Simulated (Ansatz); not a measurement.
Wavefunction ladder for CH₆OSSi, SMILES `OC[SiH2]S`

```xyz
10

O     0.360    0.761   -1.365
C     0.088   -0.517   -0.810
Si    0.155   -0.338    1.066
S    -1.263    1.126    1.698
H     0.286    0.710   -2.321
H    -0.905   -0.886   -1.099
H     0.828   -1.266   -1.129
H     1.538    0.020    1.475
H    -0.241   -1.614    1.715
H    -0.847    2.006    0.769
```

Total charge 0; spin multiplicity 1. The geometry is a stationary point of PBE0-D4/def2-TZVP. It is one conformer, not always the lowest. Frozen core, restricted reference, Ansatz. CBS rows extrapolate triple and quadruple zeta; past MP2 they add the triple-zeta difference.

```json
{"basis": "def2-SVP", "HF (Eh)": "-802.39605", "MP2 corr.": "?", "CCSD corr.": "?", "(T)": "-0.01559", "CCSD(T) total": "?"}
{"basis": "def2-TZVPP", "HF (Eh)": "-802.77852", "MP2 corr.": "?", "CCSD corr.": "-0.76778", "(T)": "-0.02994", "CCSD(T) total": "?"}
{"basis": "def2-QZVPP", "HF (Eh)": "?", "MP2 corr.": "-0.77577", "CCSD corr.": "–", "(T)": "–", "CCSD(T) total": "–"}
{"basis": "CBS(def2)", "HF (Eh)": "-802.80798", "MP2 corr.": "-0.81764", "CCSD corr.": "-0.86619", "(T)": "as TZ", "CCSD(T) total": "-803.70411"}
```

Problem. Fill in the withheld values. (An estimate is asked.)

Solution. Ansatz gave: def2-SVP MP2 corr.: -0.55917; def2-SVP CCSD corr.: -0.61235; def2-SVP CCSD(T) total: -803.02399; def2-TZVPP MP2 corr.: -0.71924; def2-TZVPP CCSD(T) total: -803.57624; def2-QZVPP HF (Eh): -802.80441.
